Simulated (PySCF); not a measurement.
## Excitation energy of Pb²⁺ by level of theory

Pb²⁺ [Xe] 4f14 5d10 6s2 (1S) → Pb²⁺ [Xe] 4f14 5d9 6s2 7s1 (3D), as a difference of total energies. All numbers are calculated (PySCF 2.14, the spin-free X2C one-electron Hamiltonian (Gaussian nucleus), in x2c-TZVPPall with one added diffuse shell each of s, p, d, f type (12s8p7d4f, 99 functions)). Correlated levels: valence and next inner shell: [Kr] 4d10 4f14 frozen. The calculations carry no spin-orbit coupling.

| method | excitation energy (eV) |
| --- | --- |
| UHF | 30.987 |
| LDA | 31.682 |
| PBE | 31.327 |
| PBE0 | 31.548 |
| r2SCAN | 31.716 |
| TPSSh | 31.561 |
| r2SCAN0 | 31.795 |
| MP2 (valence and next inner shell) | 31.869 |
| SCS-MP2 (valence and next inner shell) | 31.768 |

How much does correlation contribute at MP2 (valence and next inner shell)?

31.869 − (30.987) = 0.882 eV, measured against UHF.

A first-order spin-orbit estimate (lowest level to lowest level, LS coupling) adds -1.073 eV.

The promoted electron is Rydberg-like, and one or two diffuse shells describe it only roughly, which tends to raise the upper state.
